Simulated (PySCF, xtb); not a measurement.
SbCl2, SMILES [Cl][Sb+][Cl] (connectivity only; charge and spin as stated), charge +1, multiplicity 1.

GFN2-xTB (xtb) at its own geometry gives an orbital gap of 2.16 eV.

Geometry: PBE0-D3(BJ)/def2-TZVP. The spin state was assumed, not searched. The isomer is the one that the SMILES or the coordinates give; other isomers of the formula were not compared. The def2 effective core potentials stand for the cores of Sb; spin–orbit coupling is left out.

Task: What does HF/def2-TZVPD in PySCF give? (Estimate from the structure and the level; the computed values follow.)

Result: gap 10.27 eV (levels -17.50 and -7.23 eV).
